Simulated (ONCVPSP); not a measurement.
Scattering properties, ONCV potential for nitrogen

ONCVPSP 4.0.1 input, shortened (lines: element, Z, core and valence counts, functional; n l f; lmax; l rc ep ncon nbas qcut; lloc lpopt rc5 dvloc0; l nproj debl; icmod fcfact rcfact), PBE, scalar-relativistic:

```
  N 7.00    1    2        4      upf
    1    0    2.00
    2    0    1.75
    2    1    3.25
    1
    0    0.80    0.00    4    7    9.20
    1    1.20    0.00    3    6    6.60
    0    5    0.80    0.00
    0    0    3.30
    1    2    2.30
    1    0.40    0.00
```

The phase is arctan(r·R′/R) of the radial function R(r), unwrapped; energies in Ha, scanned from -2 to 5 Ha. A pole is an energy at which the radial function vanishes at the test radius. The pseudo phase is shifted by a multiple of π to meet the all-electron one at the reference energy, and phase errors are pseudo minus all-electron; the curves can meet again beyond the range given. Levels narrower than the energy grid can be missing from the lists of poles.

```tsv
channel	radius (bohr)	reference energy (Ha)	poles, all-electron	poles, pseudo	unbroken range about the reference energy with phases within 0.05 rad	phase error 1 Ha above the reference energy (rad)
s	0.81	-0.69	none	none	the whole range	-0.002
p	1.22	-0.26	1.73	1.73	the whole range	-0.000
```

Phases in the p channel:

```json
{"E (Ha)": "-1.98", "all-electron": "0.650", "pseudo": "0.650"}
{"E (Ha)": "-1.80", "all-electron": "0.548", "pseudo": "0.548"}
{"E (Ha)": "-1.62", "all-electron": "0.423", "pseudo": "0.423"}
{"E (Ha)": "-1.44", "all-electron": "0.271", "pseudo": "0.271"}
{"E (Ha)": "-1.26", "all-electron": "0.093", "pseudo": "0.093"}
{"E (Ha)": "-1.08", "all-electron": "-0.108", "pseudo": "-0.108"}
{"E (Ha)": "-0.90", "all-electron": "-0.318", "pseudo": "-0.318"}
{"E (Ha)": "-0.72", "all-electron": "-0.520", "pseudo": "-0.520"}
{"E (Ha)": "-0.54", "all-electron": "-0.701", "pseudo": "-0.701"}
{"E (Ha)": "-0.36", "all-electron": "-0.856", "pseudo": "-0.856"}
{"E (Ha)": "-0.18", "all-electron": "-0.984", "pseudo": "-0.984"}
{"E (Ha)": "0.00", "all-electron": "-1.090", "pseudo": "-1.090"}
{"E (Ha)": "0.18", "all-electron": "-1.177", "pseudo": "-1.177"}
{"E (Ha)": "0.36", "all-electron": "-1.250", "pseudo": "-1.250"}
{"E (Ha)": "0.54", "all-electron": "-1.312", "pseudo": "-1.312"}
{"E (Ha)": "0.72", "all-electron": "-1.365", "pseudo": "-1.365"}
{"E (Ha)": "0.90", "all-electron": "-1.411", "pseudo": "-1.411"}
{"E (Ha)": "1.08", "all-electron": "-1.451", "pseudo": "-1.451"}
{"E (Ha)": "1.26", "all-electron": "-1.488", "pseudo": "-1.488"}
{"E (Ha)": "1.44", "all-electron": "-1.522", "pseudo": "-1.522"}
{"E (Ha)": "1.62", "all-electron": "-1.553", "pseudo": "-1.553"}
{"E (Ha)": "1.80", "all-electron": "-1.582", "pseudo": "-1.582"}
{"E (Ha)": "1.98", "all-electron": "-1.610", "pseudo": "-1.610"}
{"E (Ha)": "2.16", "all-electron": "-1.637", "pseudo": "-1.637"}
{"E (Ha)": "2.34", "all-electron": "-1.664", "pseudo": "-1.664"}
{"E (Ha)": "2.52", "all-electron": "-1.690", "pseudo": "-1.690"}
{"E (Ha)": "2.70", "all-electron": "-1.718", "pseudo": "-1.718"}
{"E (Ha)": "2.88", "all-electron": "-1.746", "pseudo": "-1.746"}
{"E (Ha)": "3.06", "all-electron": "-1.775", "pseudo": "-1.775"}
{"E (Ha)": "3.24", "all-electron": "-1.806", "pseudo": "-1.806"}
{"E (Ha)": "3.42", "all-electron": "-1.840", "pseudo": "-1.839"}
{"E (Ha)": "3.60", "all-electron": "-1.877", "pseudo": "-1.876"}
{"E (Ha)": "3.78", "all-electron": "-1.918", "pseudo": "-1.917"}
{"E (Ha)": "3.96", "all-electron": "-1.965", "pseudo": "-1.964"}
{"E (Ha)": "4.14", "all-electron": "-2.019", "pseudo": "-2.018"}
{"E (Ha)": "4.32", "all-electron": "-2.083", "pseudo": "-2.080"}
{"E (Ha)": "4.50", "all-electron": "-2.160", "pseudo": "-2.156"}
{"E (Ha)": "4.68", "all-electron": "-2.253", "pseudo": "-2.247"}
{"E (Ha)": "4.86", "all-electron": "-2.368", "pseudo": "-2.358"}
```
